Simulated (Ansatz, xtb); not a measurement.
## Isomers of BH4NS2 in order of energy

5 gas-phase structures of BH4NS2, found in a search over its isomers (lower ones may exist). Each was relaxed with GFN2-xTB; where two conformers were screened, the lower at r2SCAN-D4/def2-SVP is listed:

A. `[NH3+][BH-]1SS1`, a singlet
B. `SBNS`, a singlet
C. `NB(S)S`, a singlet
D. `NBSS`, a singlet
E. `BNSS`, a singlet

Problem. Make a reasoned guess at their ranking by r2SCAN-D4/def2-SVP single-point energy.

Solution. Calculated order at r2SCAN-D4/def2-SVP: C (0.000), D (1.238), A (1.589), B (1.728), E (2.846) eV.

Energies above the lowest of each column, in eV; the last columns are at B3LYP-D3(BJ)/6-311G** geometries and were run for some of them only (a dash: not run or not comparable):

| structure | GFN2-xTB | HF/STO-3G | r2SCAN-D4/def2-SVP | B3LYP-D3(BJ)/6-311G** | CCSD(T)/def2-TZVP |
| --- | --- | --- | --- | --- | --- |
| C | 0.000 | 0.000 | 0.000 | 0.000 | 0.000 |
| D | 0.135 | 0.897 | 1.238 | 1.062 | 1.017 |
| A | 0.814 | 2.164 | 1.589 | 1.482 | 1.359 |
| B | 0.789 | 1.255 | 1.728 | – | – |
| E | 0.886 | 2.109 | 2.846 | – | – |

Every level run on C puts it lowest or level with the lowest. Some further structures that were screened fall inside this span and aren't listed. Flexible structures stand in one conformer each, not always the lowest. Frequencies (B3LYP-D3(BJ)/6-311G**) were run for A, C, D alone.

Over these structures GFN2-xTB departs from r2SCAN-D4/def2-SVP by 0.461 eV on average once a common shift is removed. A GFN2-xTB relaxation took about 0.23 s and the r2SCAN-D4/def2-SVP energy about 1.4 s on a shared host (Ansatz 0.2.0, xtb 6.7.1 (Pople sets with spherical d functions)).
